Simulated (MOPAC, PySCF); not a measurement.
H₃BS₃, SMILES `B(S)(S)S`, neutral singlet in the gas phase. 

Z-matrix (Å, degrees):
```
B
S 1 1.8012
H 2 1.3422 1 98.59
S 1 1.8032 2 126.28 3 0.02
H 4 1.3413 1 97.69 2 -0.01
S 1 1.8060 2 118.63 3 -179.99
H 6 1.3430 1 96.92 2 0.02
```
Charge 0, spin multiplicity 1.

All levels are single points at this geometry (PBE0-D3(BJ)/def2-TZVP); Pople sets use spherical d functions. Orbital energies aren't observables, and empty levels follow the basis.

```
level                            HOMO (eV)  LUMO (eV)  gap (eV)  dipole (D)  vertical IE, Delta-SCF (eV)
-------------------------------  ---------  ---------  --------  ----------  ---------------------------
PBE-D3(BJ)/def2-TZVP in PySCF        -6.36      -1.59      4.77        1.58                            –
TPSSh-D3(BJ)/def2-TZVP in PySCF      -6.92      -1.13      5.79        1.62                         9.38
B3LYP/3-21G in PySCF                 -7.38      -0.80      6.58        2.31                            –
B3LYP/6-311+G** in PySCF             -7.33      -1.11      6.21        1.83                            –
B3LYP/6-31G* in PySCF                -7.20      -0.70      6.50        1.89                         9.45
BP86/6-31G* in PySCF                 -6.36      -1.50      4.86        1.89                            –
M06-2X/6-31G* in PySCF               -8.61       0.18      8.79        1.94                            –
PBE/6-31G* in PySCF                  -6.26      -1.42      4.84        1.91                            –
HF/3-21G in PySCF                   -10.57       2.69     13.25        2.51                            –
HF/6-31G* in PySCF                  -10.27       2.99     13.26        2.01                         9.05
HF/STO-3G in PySCF                   -7.16       7.78     14.94        1.58                            –
AM1 in MOPAC                         -9.48      -0.85      8.64        2.28                            –
PM7 in MOPAC                         -9.27      -2.12      7.15        2.16                            –
```
